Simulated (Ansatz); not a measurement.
The inner images of a band of FH + FH + H4O2Si (11 atoms, charge 0, multiplicity 1) are given out of order.

Theory: RHF/def2-SVP in Ansatz 0.2.0.

Image 0:

```xyz
11
Properties=species:S:1:pos:R:3
Si -0.827 0.188 -1.062
O -0.045 -1.223 -0.581
H -1.312 0.006 -2.436
H -1.911 0.334 -0.081
O 0.203 1.450 -1.068
H 0.882 0.459 1.980
F 0.886 1.335 1.718
H 0.370 -1.404 1.040
F 0.634 -1.252 1.914
H 0.558 -1.629 -1.189
H 0.561 1.735 -0.235
```

Image 6:

```xyz
11
Properties=species:S:1:pos:R:3
Si -0.360 0.929 -0.746
O -0.341 -1.949 -0.039
H 0.187 0.177 -1.869
H -1.696 0.557 -0.280
O -0.314 2.506 -1.184
H 1.160 -0.404 1.737
F 0.643 0.776 0.538
H 0.028 -2.037 0.832
F 1.244 -1.170 2.224
H 0.133 -2.567 -0.575
H -0.684 3.182 -0.639
```

Put them in order from the first end to the last, with their energies above the first end.
A.
```xyz
11
Properties=species:S:1:pos:R:3
Si -0.752 0.281 -1.000
O -0.035 -1.136 -0.426
H -1.215 -0.049 -2.354
H -1.859 0.590 -0.089
O 0.327 1.495 -1.151
H 0.648 0.297 1.934
F 0.326 1.102 1.633
H 0.642 -1.390 1.018
F 1.020 -1.319 1.866
H 0.245 -1.768 -1.073
H 0.654 1.896 -0.358
```
B.
```xyz
11
Properties=species:S:1:pos:R:3
Si -0.728 0.857 -0.704
O -0.048 -1.888 -0.106
H -0.568 -0.115 -1.776
H -2.132 0.980 -0.297
O -0.016 2.223 -1.259
H 0.823 -0.313 1.949
F 0.051 0.652 0.725
H 0.541 -1.910 0.636
F 1.248 -1.034 2.309
H 0.426 -2.247 -0.840
H 0.402 2.796 -0.636
```
C.
```xyz
11
Properties=species:S:1:pos:R:3
Si -0.676 0.604 -0.656
O 0.056 -1.386 -0.199
H -0.813 -0.145 -1.924
H -2.067 0.806 -0.213
O 0.218 1.861 -1.237
H 0.772 -0.240 1.976
F -0.027 0.724 0.906
H 0.540 -1.601 0.596
F 1.162 -1.035 2.224
H 0.227 -2.014 -0.885
H 0.607 2.428 -0.589
```
D.
```xyz
11
Properties=species:S:1:pos:R:3
Si -0.572 0.927 -0.736
O -0.193 -2.046 -0.049
H -0.193 0.019 -1.809
H -1.962 0.798 -0.286
O -0.209 2.434 -1.258
H 0.974 -0.363 1.833
F 0.344 0.721 0.603
H 0.286 -2.099 0.768
F 1.240 -1.105 2.290
H 0.372 -2.438 -0.698
H -0.087 3.152 -0.658
```
E.
```xyz
11
Properties=species:S:1:pos:R:3
Si -0.678 0.391 -0.731
O 0.100 -1.148 -0.242
H -1.033 -0.147 -2.067
H -1.944 0.610 -0.040
O 0.344 1.595 -1.135
H 0.588 -0.040 1.722
F 0.052 0.815 1.225
H 0.583 -1.282 0.699
F 1.036 -1.051 1.873
H 0.237 -1.823 -0.893
H 0.714 2.081 -0.412
```

A (+7.0 kJ/mol), E (+117.1 kJ/mol), C (+57.5 kJ/mol), B (+14.8 kJ/mol), D (-6.1 kJ/mol).

Run time: 110 s on 2 threads of AMD EPYC 7R43 64-Core Processor (Zen 3), with other jobs on the host, peak memory 0.23 GiB.
